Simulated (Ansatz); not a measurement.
Relaxation of H8O3Si2 (13 atoms, charge 0, multiplicity 1), to a largest force component of 0.03 eV/Å in at most 50 steps.

Level of theory: RKS LDA/def2-SVP in Ansatz 0.2.0.

```xyz
13
Properties=species:S:1:pos:R:3
Si 0.134 -0.317 -0.387
O 0.447 -0.018 2.458
Si -1.118 -0.135 3.029
H -1.938 -1.189 2.322
H -1.092 -0.526 4.490
H -1.759 1.214 2.916
H 1.295 0.582 -0.152
O -1.254 0.360 0.240
H -2.075 0.202 -0.261
H -0.131 -0.551 -1.858
O 0.531 -1.796 0.296
H -0.003 -2.561 0.016
H 0.867 -0.899 2.280
```

Problem. Where does it end, and by what steps?

Solution. The run converged. After 22 steps the energy has fallen by 0.166 eV; H12 moved furthest, 0.78 Å.

```json
{"step": "0", "energy less start (eV)": "0.0000", "largest force component (eV/Å)": "0.574", "accepted": "yes"}
{"step": "1", "energy less start (eV)": "-0.0645", "largest force component (eV/Å)": "0.272", "accepted": "yes"}
{"step": "2", "energy less start (eV)": "-0.0901", "largest force component (eV/Å)": "0.377", "accepted": "yes"}
{"step": "3", "energy less start (eV)": "-0.0954", "largest force component (eV/Å)": "0.690", "accepted": "yes"}
{"step": "4", "energy less start (eV)": "-0.1065", "largest force component (eV/Å)": "0.151", "accepted": "yes"}
{"step": "5", "energy less start (eV)": "-0.1062", "largest force component (eV/Å)": "0.169", "accepted": "no"}
{"step": "6", "energy less start (eV)": "-0.1088", "largest force component (eV/Å)": "0.038", "accepted": "yes"}
{"step": "7", "energy less start (eV)": "-0.1122", "largest force component (eV/Å)": "0.039", "accepted": "yes"}
{"step": "8", "energy less start (eV)": "-0.1114", "largest force component (eV/Å)": "0.474", "accepted": "no"}
{"step": "9", "energy less start (eV)": "-0.1146", "largest force component (eV/Å)": "0.051", "accepted": "yes"}
{"step": "10", "energy less start (eV)": "-0.1168", "largest force component (eV/Å)": "0.203", "accepted": "yes"}
{"step": "11", "energy less start (eV)": "-0.1157", "largest force component (eV/Å)": "0.612", "accepted": "no"}
{"step": "12", "energy less start (eV)": "-0.1189", "largest force component (eV/Å)": "0.138", "accepted": "yes"}
{"step": "13", "energy less start (eV)": "-0.1244", "largest force component (eV/Å)": "0.196", "accepted": "yes"}
{"step": "14", "energy less start (eV)": "-0.1347", "largest force component (eV/Å)": "0.328", "accepted": "yes"}
{"step": "15", "energy less start (eV)": "-0.1300", "largest force component (eV/Å)": "0.800", "accepted": "no"}
{"step": "16", "energy less start (eV)": "-0.1468", "largest force component (eV/Å)": "0.320", "accepted": "yes"}
{"step": "17", "energy less start (eV)": "-0.1579", "largest force component (eV/Å)": "0.242", "accepted": "yes"}
{"step": "18", "energy less start (eV)": "-0.1631", "largest force component (eV/Å)": "0.184", "accepted": "yes"}
{"step": "19", "energy less start (eV)": "-0.1653", "largest force component (eV/Å)": "0.065", "accepted": "yes"}
{"step": "20", "energy less start (eV)": "-0.1656", "largest force component (eV/Å)": "0.076", "accepted": "yes"}
{"step": "21", "energy less start (eV)": "-0.1655", "largest force component (eV/Å)": "0.139", "accepted": "no"}
{"step": "22", "energy less start (eV)": "-0.1662", "largest force component (eV/Å)": "0.022", "accepted": "yes"}
```

```xyz
13
Properties=species:S:1:pos:R:3
Si 0.121 -0.314 -0.043
O 0.248 -0.336 2.085
Si -1.195 -0.044 2.945
H -2.314 -0.989 2.619
H -0.815 -0.292 4.387
H -1.549 1.401 2.798
H 1.189 0.727 0.065
O -1.431 0.175 0.407
H -2.066 0.198 -0.332
H -0.103 -0.499 -1.548
O 0.600 -1.892 0.362
H 0.648 -2.494 -0.402
H 0.573 -1.274 2.046
```

Whether the end is a true minimum wasn't checked by a vibrational analysis.

Time of the run: 22 s on 4 threads of Arm Neoverse V1, on a shared host, peak memory 0.16 GiB.
